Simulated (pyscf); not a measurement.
**H₂N–Ga(Cl)–Cl, singlet**

Gas-phase minimum from PySCF at ωB97X-D3(BJ)/def2-SVP, one conformer. 

SMILES: [Cl][Ga]([NH2])[Cl]
```xyz
6

N      0.3448    -0.6240     0.5951
Ga     0.1583     0.7698    -0.5106
Cl     0.9878     2.6687    -0.0222
Cl    -0.8985     0.5646    -2.3478
H     -0.0361    -1.5420     0.4005
H      0.8336    -0.5741     1.4805
```

Bonded distances (Å): N1–Ga2 1.789, N1–H5 1.013, N1–H6 1.013, Ga2–Cl3 2.129, Ga2–Cl4 2.129. Bond angles (°): Ga2–N1–H5 123.2, Ga2–N1–H6 123.5, H5–N1–H6 113.2, N1–Ga2–Cl3 120.8, N1–Ga2–Cl4 120.7, Cl3–Ga2–Cl4 118.5.

Properties at ωB97X-D3(BJ)/def2-SVP:

```yaml
harmonic_wavenumbers_unscaled: 129, 150, 155, 238, 378, 413, 470, 741, 765, 1519, 3638, 3749 cm⁻¹
zero_point_energy: 17.7 kcal/mol
rotational_symmetry_number: 2
Entropy of this conformer at 298 K and 1 atm, rigid rotor and harmonic oscillator, modes under 100 cm⁻¹ raised to 100: 337.4 J/(mol K)
dipole_moment: 2.84 D
```

Single-point totals, which compare only within one level (frozen core for MP2 and CC):

| level | total energy (hartree) |
|---|---|
| ωB97X-D3(BJ)/def2-TZVP | -2901.39569 |
| PBE/def2-TZVP | -2900.66476 |
| r²SCAN/def2-TZVP | -2901.30204 |
| B3LYP-D3(BJ)/def2-TZVP | -2901.48869 |
| PBE0-D3(BJ)/def2-TZVP | -2900.78741 |
| M06-2X/def2-TZVP | -2901.35158 |
| ωB97M-D3(BJ)/def2-TZVP | -2901.54423 |
| HF/def2-TZVPP | -2898.06422 |
| MP2/def2-TZVPP | -2898.87166 |
| CCSD/def2-TZVPP | -2898.90213 |
| CCSD(T)/def2-TZVPP | -2898.93753 |

Soft torsions are taken as harmonic, which can shift the entropy by several J/(mol K). The CCSD(T) − MP2 part came from Ansatz, without density fitting, on the same reference. The frozen core leaves the outer d or s,p core shells of the metals and heavy elements correlated in the MP2 and CC values, and def2-TZVPP describes them poorly, so these totals are far from the basis limit. Elements up to Kr have no core potential and no relativistic terms here.
